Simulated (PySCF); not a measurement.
**Electron correlation in Al⁺ (aluminium, charge +1)**

[Ne] 3s2, closed-shell 1S. All numbers are calculated (PySCF 2.14, the spin-free X2C one-electron Hamiltonian (Gaussian nucleus), in aug-cc-pVQZ-DK). Frozen: [Ne]; 2 electrons correlated.

With two correlated electrons CCSD is exact within the correlated space (frozen core and kept virtual orbitals).

```csv
level,correlation energy (mhartree)
CCSD,-40.08
```

Diagnostics: T1 = 0.0093, D1 = 0.0132, largest double amplitude 0.109.

**Question.** Is a single reference adequate?

**Answer.** Mostly. T1 lies below 0.03, but a double amplitude of this size points to a near-degeneracy that CCSD handles and MP2 describes poorly.
